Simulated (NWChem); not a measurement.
# C$_{4}$H$_{8}$; SMILES C=CCC

```xyz
12

C      0.0473     1.8646    -0.2758
C      0.1961     0.7215     0.3957
C     -0.5746    -0.5390     0.1539
C      0.3160    -1.7233    -0.2101
H     -0.6897     1.9624    -1.0802
H      0.6519     2.7462    -0.0467
H      0.9524     0.6742     1.1915
H     -1.1448    -0.7882     1.0677
H     -1.3204    -0.3665    -0.6397
H      0.8802    -1.5260    -1.1346
H     -0.2777    -2.6372    -0.3641
H      1.0490    -1.9339     0.5852
```
Atoms are numbered in this order, from 1.

Program: NWChem. Coordinates come from a PBE0/def2-SVP optimisation. Level: PBE0/def2-SVP with SMD (1 M gas to 1 M solution), gas-phase geometry.

Problem. Predict the results for solvent water. Quantities: solvation free energy (kcal/mol); cavity-dispersion-structure term (kcal/mol); dipole in solution (D).

Solution. 
```json
{
 "solvation free energy (kcal/mol)": "1.5",
 "cavity-dispersion-structure term (kcal/mol)": "3.4",
 "dipole in solution (D)": "0.57"
}
```
